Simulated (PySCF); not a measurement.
Sn(Me)(Cl)3 (CH3Cl3Sn), SMILES [CH3][Sn]([Cl])([Cl])[Cl].

Geometry: PBE-D3(BJ)/def2-SVP. The isomer is the one that the SMILES or the coordinates give; other isomers of the formula were not compared. The def2 effective core potentials stand for the cores of Sn; spin–orbit coupling is left out.

The numbers are results of PBE-D3(BJ)/def2-SVP (PySCF 2.14.0), not measurements.

Frequencies are harmonic and unscaled.

Modes within 1.5 cm⁻¹ of each other (mostly degenerate sets) share a row, with their intensities summed.

| mode | ν (cm⁻¹) | IR (km/mol) | moving atoms (share of kinetic energy) |
|---|---|---|---|
| 1 | 44 | 0.0 | H 99 % |
| 2–3 | 98 | 1.5 | Cl 77 %, C 16 % |
| 4–6 | 121 | 19.8 | Cl 32 %, C 32 %, Sn 19 %, H 17 % |
| 7 | 346 | 16.2 | Cl 88 % |
| 8–9 | 374 | 110.1 | Cl 72 %, Sn 28 % |
| 10 | 514 | 12.3 | C 69 %, H 17 %, Sn 13 % |
| 11–12 | 752 | 61.8 | H 84 %, C 15 % |
| 13 | 1142 | 0.1 | H 83 %, C 17 % |
| 14–15 | 1373 | 8.6 | H 95 % |
| 16 | 3002 | 0.2 | H 98 % |
| 17–18 | 3137 | 2.3 | H 90 %, C 10 % |
